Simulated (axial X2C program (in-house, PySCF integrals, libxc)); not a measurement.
# CsGa along the bond: HF, with spin–orbit coupling

Calculated with an axial X2C code built on PySCF integrals. Two-component (2c) means X2C with spin–orbit coupling and atomic mean-field two-electron Coulomb and Gaunt terms. Basis: Cs dyall-cv3z [15s15p9d4f1g], Ga dyall-cv3z [9s9p7d4f1g] (cores contracted in-house); Gaussian nuclei, density fitting, unrestricted open shells. Masses: Cs 132.905 u, Ga 68.926 u.

State: Ω = 2 (⟨Sz⟩ = 1.00, ⟨Lz⟩ = 1.00 at HF). Dipoles are positive if Ga is the positive end.

```
R (Å)    μ (D)  HOMO (eV)  LUMO (eV)
3.272   -9.793      -4.27      -0.17
3.380  -10.091      -4.19      -0.20
3.488  -10.353      -4.12      -0.22
3.596  -10.581      -4.06      -0.24
3.722  -10.799      -4.01      -0.26
3.848  -10.949      -3.98      -0.28
4.010  -10.992      -3.98      -0.30
4.207  -10.639      -4.06      -0.30
```

(1) The minimum lies at 3.796 Å. What is the dipole moment there, and its slope?

One determinant describes the state; a PBE0 search over occupations chose it and may have missed a lower one. Other states lie close and PBE0, whose exact exchange favours high spin, may order them wrongly; the determinant shown need not be the ground state. The nearest other 2c determinant of the search, Ω = 1, lies 0.14 eV up at the distance of the search. With several unpaired electrons one determinant need not be a pure state. Open-shell Ω = 0 determinants with evenly filled partner blocks cannot be reached by this program, so the Ω shown need not be the lowest component.

Results:

(1) At HF, 2c, with the sign and origin stated: μ = -10.90 D, dμ/dR = -1.14 D/Å.
